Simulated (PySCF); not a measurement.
**Tellurium: a sound run and one with changed settings**

Sound run: Te [Kr] 4d10 5s2 5p4, Te⁺ [Kr] 4d10 5s2 5p3. All numbers are calculated (PySCF 2.14, a scalar-relativistic core potential, in cc-pVDZ-PP with ECP28MDF (4s3p2d, 23 functions)). The sound run starts from symmetry-adapted Hartree-Fock orbitals and uses a fine grid where one is needed.

Changed run: basis STO-3G, all-electron and non-relativistic. This setting is unsound on purpose.

```csv
species,method,sound run (hartree),changed run (hartree),converged
Te,UHF,-266.99733,-6547.12236,yes
Te,r2SCAN,-268.07914,-6549.37793,yes
Te,BP86,-268.10219,-6549.63860,yes
Te⁺,UHF,-266.71437,-6546.92308,yes
Te⁺,r2SCAN,-267.75915,-6549.12904,yes
Te⁺,BP86,-267.77605,-6549.37990,yes
```

Ionisation energy of Te:

```csv
method,sound run (eV),changed run (eV)
UHF,7.700,5.423
r2SCAN,8.707,6.773
BP86,8.875,7.039
```

A minimal basis cannot let orbitals breathe on ionisation and holds almost no correlation. The Hamiltonian changed with the basis, so the totals do not compare.

For comparison, NIST gives 9.010 eV between the lowest levels.
